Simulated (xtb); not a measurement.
xtb input (GFN2-xTB):

```bash
xtb mol.xyz --gfn 2 --sp --chrg -1 --uhf 0
```
mol.xyz:
```
5

Al    -0.00000000    -0.00000000     0.00000000
H      1.18628562    -0.23122513     1.10967411
H     -1.18184267     0.93461622     0.64950418
H     -0.62889981    -1.45058930    -0.43862396
H      0.62445686     0.74719821    -1.32055432
```

Output:

```
           -------------------------------------------------
          |                Calculation Setup                |
           -------------------------------------------------

           -------------------------------------------------
          |                 G F N 2 - x T B                 |
           -------------------------------------------------

        Reference                      10.1021/acs.jctc.8b01176
      * Hamiltonian:
        H0-scaling (s, p, d)           1.850000    2.230000    2.230000
        zeta-weighting                 0.500000
      * Dispersion:
        s8                             2.700000
        a1                             0.520000
        a2                             5.000000
        s9                             5.000000
      * Repulsion:
        kExp                           1.500000    1.000000
        rExp                           1.000000
      * Coulomb:
        alpha                          2.000000
        third order                    shell-resolved
        anisotropic                    true
        a3                             3.000000
        a5                             4.000000
        cn-shift                       1.200000
        cn-exp                         4.000000
        max-rad                        5.000000

          ...................................................
          :                      SETUP                      :
          :.................................................:
          :  # basis functions                  14          :
          :  # atomic orbitals                  13          :
          :  # shells                            7          :
          :  # electrons                         8          :
          :  max. iterations                   250          :
          :  Hamiltonian                  GFN2-xTB          :
          :  restarted?                      false          :
          :  GBSA solvation                  false          :
          :  PC potential                    false          :
          :  electronic temp.          300.0000000     K    :
          :  accuracy                    1.0000000          :
          :  -> integral cutoff          0.2500000E+02      :
          :  -> integral neglect         0.1000000E-07      :
          :  -> SCF convergence          0.1000000E-05 Eh   :
          :  -> wf. convergence          0.1000000E-03 e    :
          :  Broyden damping             0.4000000          :
          :  net charge                         -1          :
          :  unpaired electrons                  0          :
          ...................................................

 iter      E             dE          RMSdq      gap      omega  full diag
   1     -3.2777643 -0.327776E+01  0.788E+00    7.72       0.0  T
   2     -3.3345479 -0.567836E-01  0.411E+00    6.92       1.0  T
   3     -3.3507057 -0.161578E-01  0.166E+00    6.62       1.0  T
   4     -3.3514033 -0.697608E-03  0.136E+00    7.06       1.0  T
   5     -3.3529312 -0.152785E-02  0.966E-01    6.78       1.0  T
   6     -3.3562146 -0.328339E-02  0.162E-01    6.91       1.0  T
   7     -3.3562605 -0.459506E-04  0.104E-01    6.90       1.0  T
   8     -3.3562951 -0.345770E-04  0.314E-02    6.89       1.4  T
   9     -3.3562984 -0.327363E-05  0.661E-03    6.89       6.8  T
  10     -3.3562985 -0.152494E-06  0.532E-04    6.89      84.1  T
  11     -3.3562985 -0.831502E-09  0.633E-05    6.89     706.4  T

   *** convergence criteria satisfied after 11 iterations ***

         #    Occupation            Energy/Eh            Energy/eV
      -------------------------------------------------------------
         1        2.0000           -0.2901339              -7.8949
         2        2.0000           -0.1961423              -5.3373
         3        2.0000           -0.1961423              -5.3373
         4        2.0000           -0.1961423              -5.3373 (HOMO)
         5                          0.0570071               1.5512 (LUMO)
         6                          0.0570071               1.5512
         7                          0.0570071               1.5512
         8                          0.1042526               2.8369
         9                          0.1042526               2.8369
       ...                                ...                  ...
        13                          1.0048542              27.3435
      -------------------------------------------------------------
                  HL-Gap            0.2531494 Eh            6.8885 eV
             Fermi-level           -0.0695676 Eh           -1.8930 eV

 SCC (total)                   0 d,  0 h,  0 min,  0.005 sec
 SCC setup                      ...        0 min,  0.000 sec (  3.798%)
 Dispersion                     ...        0 min,  0.000 sec (  1.395%)
 classical contributions        ...        0 min,  0.000 sec (  0.791%)
 integral evaluation            ...        0 min,  0.001 sec ( 13.645%)
 iterations                     ...        0 min,  0.003 sec ( 60.287%)
 molecular gradient             ...        0 min,  0.001 sec ( 14.132%)
 printout                       ...        0 min,  0.000 sec (  5.490%)

         :::::::::::::::::::::::::::::::::::::::::::::::::::::
         ::                     SUMMARY                     ::
         :::::::::::::::::::::::::::::::::::::::::::::::::::::
         :: total energy              -3.343599362199 Eh    ::
         :: gradient norm              0.003954200625 Eh/a0 ::
         :: HOMO-LUMO gap              6.888545417282 eV    ::
         ::.................................................::
         :: SCC energy                -3.356298407508 Eh    ::
         :: -> isotropic ES            0.141335079307 Eh    ::
         :: -> anisotropic ES          0.007409172305 Eh    ::
         :: -> anisotropic XC          0.001322198892 Eh    ::
         :: -> dispersion             -0.004423552381 Eh    ::
         :: repulsion energy           0.012699045309 Eh    ::
         :: add. restraining           0.000000000000 Eh    ::
         :: total charge              -1.000000000000 e     ::
         :::::::::::::::::::::::::::::::::::::::::::::::::::::

           -------------------------------------------------
          |                Property Printout                |
           -------------------------------------------------

    * Orbital Energies and Occupations

         #    Occupation            Energy/Eh            Energy/eV
      -------------------------------------------------------------
         1        2.0000           -0.2901339              -7.8949
         2        2.0000           -0.1961423              -5.3373
         3        2.0000           -0.1961423              -5.3373
         4        2.0000           -0.1961423              -5.3373 (HOMO)
         5                          0.0570071               1.5512 (LUMO)
         6                          0.0570071               1.5512
         7                          0.0570071               1.5512
         8                          0.1042526               2.8369
         9                          0.1042526               2.8369
        10                          0.3627574               9.8711
        11                          1.0048542              27.3435
        12                          1.0048542              27.3435
        13                          1.0048542              27.3435
      -------------------------------------------------------------
                  HL-Gap            0.2531494 Eh            6.8885 eV
             Fermi-level           -0.0695676 Eh           -1.8930 eV

     #   Z          covCN         q      C6AA      α(0)
     1  13 Al       3.392     0.323    94.380    19.797
Note: The following floating-point exceptions are signalling: IEEE_DENORMAL
normal termination of xtb
     2   1 H        0.848    -0.331    28.949     8.432
     3   1 H        0.848    -0.331    28.949     8.432
     4   1 H        0.848    -0.331    28.949     8.432
     5   1 H        0.848    -0.331    28.949     8.432

 Mol. C6AA /au·bohr⁶  :        959.340734
 Mol. C8AA /au·bohr⁸  :      28320.061143
 Mol. α(0) /au        :         53.525940

Wiberg/Mayer (AO) data.
largest (>0.10) Wiberg bond orders for each atom

 ---------------------------------------------------------------------------
     #   Z sym  total        # sym  WBO       # sym  WBO       # sym  WBO
 ---------------------------------------------------------------------------
     1  13 Al   3.311 --     5 H    0.828     3 H    0.828     4 H    0.828
                             2 H    0.828
     2   1 H    0.891 --     1 Al   0.828
     3   1 H    0.891 --     1 Al   0.828
     4   1 H    0.891 --     1 Al   0.828
     5   1 H    0.891 --     1 Al   0.828
 ---------------------------------------------------------------------------

Topologies differ in total number of bonds
Writing topology from bond orders to xtbtopo.mol

molecular dipole:
                 x           y           z       tot (Debye)
 q only:        0.000       0.000      -0.000
   full:        0.000       0.000      -0.000       0.000
molecular quadrupole (traceless):
                xx          xy          yy          xz          yz          zz
 q only:       -0.000      -0.000      -0.000      -0.000      -0.000       0.000
  q+dip:       -0.000      -0.000      -0.000      -0.000      -0.000       0.000
   full:       -0.000      -0.000      -0.000      -0.000      -0.000       0.000

           -------------------------------------------------
          | TOTAL ENERGY               -3.343599362199 Eh   |
          | GRADIENT NORM               0.003954200625 Eh/α |
          | HOMO-LUMO GAP               6.888545417282 eV   |
           -------------------------------------------------

------------------------------------------------------------------------
------------------------------------------------------------------------
 total:
 SCF:
```
